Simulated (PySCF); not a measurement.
## Polarisability and C₆ of Rb⁺ (rubidium, charge +1)

[Kr], closed-shell 1S. Computed with PySCF 2.14 in dyall-av2z, with the non-relativistic Hamiltonian (point nucleus). Coupled (time-dependent) response in atomic units; α is the mean over directions. A double-zeta set is small for polarisabilities.

| method | mean α (bohr³) | C₆ (like pair) | S(−4) |
| --- | --- | --- | --- |
| UHF | 8.741 | 52.34 | 11.26 |
| PBE | 9.057 | 54.62 | 12.64 |
| PBE0 | 8.924 | 53.61 | 12.05 |
| PBEsol | 9.072 | 54.70 | 12.68 |

S(−4) is the Cauchy moment in α(ω) = α(0) + S(−4) ω² + …

α(iu) at PBEsol:

```json
{"u (hartree)": "0", "α(iu) (bohr³)": "9.072"}
{"u (hartree)": "0.0500", "α(iu) (bohr³)": "9.040"}
{"u (hartree)": "0.100", "α(iu) (bohr³)": "8.947"}
{"u (hartree)": "0.200", "α(iu) (bohr³)": "8.596"}
{"u (hartree)": "0.300", "α(iu) (bohr³)": "8.077"}
{"u (hartree)": "0.500", "α(iu) (bohr³)": "6.800"}
{"u (hartree)": "0.750", "α(iu) (bohr³)": "5.241"}
{"u (hartree)": "1.00", "α(iu) (bohr³)": "3.995"}
{"u (hartree)": "1.50", "α(iu) (bohr³)": "2.410"}
{"u (hartree)": "2.00", "α(iu) (bohr³)": "1.567"}
{"u (hartree)": "3.00", "α(iu) (bohr³)": "0.7983"}
{"u (hartree)": "5.00", "α(iu) (bohr³)": "0.3236"}
```

For an ion, C₆ is the dispersion term alone; charge-induced terms of lower order in 1/R come first.

A non-relativistic calculation at this Z misses sizeable relativistic shifts.
